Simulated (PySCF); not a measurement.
ClH₃SiSn, SMILES [SiH3][Sn][Cl] (connectivity only; charge and spin as stated), neutral, multiplicity 1.

The structure is a stationary point at PBE0-D3(BJ)/def2-SVP. The def2 effective core potentials stand for the cores of Sn; spin–orbit coupling is left out.

Calculation: IEF-PCM-ωB97X/def2-SVP in PySCF 2.14.0.

The values are the electrostatic part of the solvation free energy, E(continuum) − E(gas) at the gas-phase geometry, in a cavity of scaled van der Waals radii (PySCF's table); cavitation and dispersion terms are not included. A continuum can't describe solvent molecules that bind to the metal. In vacuum the orbital gap is 7.13 eV. The dipole moment in vacuum is 2.83 D.

```tsv
solvent	ε	ΔG(elec) (kcal/mol)	dipole (D)	gap (eV)
water	78.36	-4.9	4.03	7.39
toluene	2.37	[?]	[?]	[?]
n-hexane	1.88	-1.7	3.22	7.22
```

Fill in the missing entries. (Estimate from the structure and the level; the computed values follow.)


- toluene, ΔG(elec) (kcal/mol): -2.2
- toluene, dipole (D): 3.35
- toluene, gap (eV): 7.24
